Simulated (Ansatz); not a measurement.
Cost and result for the atomization energy of C2H10O2SSi2 (`CO[SiH2]S[SiH2]OC`) (17 atoms, 16 bonds).

Z-matrix (Å, degrees):
```
C
O 1 1.410
H 1 1.091 2 108.2
H 1 1.096 2 111.7 3 119.5
H 1 1.095 2 111.2 3 -119.0
Si 2 1.642 1 123.0 3 -167.6
S 6 2.118 2 108.4 1 167.1
H 6 1.489 2 108.2 1 45.5
H 6 1.486 2 112.2 1 -74.6
Si 7 2.146 6 101.2 2 -33.7
O 10 1.633 7 115.0 6 -62.4
H 10 1.482 7 109.9 6 62.1
H 10 1.478 7 103.1 6 -177.9
C 11 1.408 10 125.9 7 82.7
H 14 1.095 11 110.8 10 -85.4
H 14 1.095 11 111.7 10 35.9
H 14 1.091 11 108.2 10 155.7
```

The species carries charge 0 and has multiplicity 1. All single points use the PBE0-D4/def2-TZVP geometry. It is one conformer, not always the lowest. Program: Ansatz. All runs use 3 threads of an AMD EPYC 7R13 on a shared host and a share of an NVIDIA H100 80 GB. Times are those of one run each, without the atoms' runs, and a repeat can differ threefold. Electronic energies, without spin–orbit coupling; frozen cores. CCSD(T)/CBS adds CCSD(T) − MP2 in def2-TZVPP to the MP2 limit, and its time is that of the two runs behind it. T1 = 0.012. B3LYP takes the VWN-RPA correlation (the form of Gaussian; ORCA's B3LYP/G).

CCSD(T)/CBS is a level of theory with its own doubt, some kJ/mol a heavy atom from the limit and from the frozen cores, so smaller differences don't rank the functionals.

```csv
level,functions,wall time,atomization (kcal/mol),difference from CCSD(T)/CBS,per bond
B2PLYP/def2-TZVPP,390,3.9 s,1455.6,-23.4,-1.5
r2SCAN-D4/def2-TZVPP (with forces),390,6.5 s,1478.4,-0.6,0.0
B3LYP-D4/def2-TZVPP (with forces),390,7.5 s,1473.0,-6.0,-0.4
ωB97X-V/def2-TZVPP,390,8 s,1483.5,4.5,0.3
ωB97M-V/def2-TZVPP (with forces),390,8 s,1481.2,2.2,0.1
PBE-D4/def2-TZVPP (with forces),390,9 s,1488.6,9.6,0.6
MP2/def2-QZVPP,738,14 s,1482.2,3.2,0.2
PBE0-D4/def2-TZVPP,390,16 s,1468.4,-10.6,-0.7
CCSD(T)/def2-TZVPP,390,29 s,1438.0,-41.0,-2.6
CCSD(T)/CBS(def2),–,43 s,1479.0,0.0,0.0
```

In def2-TZVPP, CCSD(T) changes the Hartree–Fock value by +355.8 kcal/mol (the triples alone add +20.1 kcal/mol) and MP2 by +375.5 kcal/mol; breaking electron pairs costs correlation energy, which Hartree–Fock lacks. The D4 term adds +18.2 kcal/mol with B3LYP and +9.8 kcal/mol with PBE0; it sums over pairs of atoms, weighted by their polarisabilities, and B3LYP, whose exchange is more repulsive, gets the larger term. From PBE to PBE0 (25 % exact exchange), in def2-TZVPP and without D4, the atomization energy moves by −18.7 kcal/mol: exact exchange takes away binding that semilocal exchange gives to molecules.
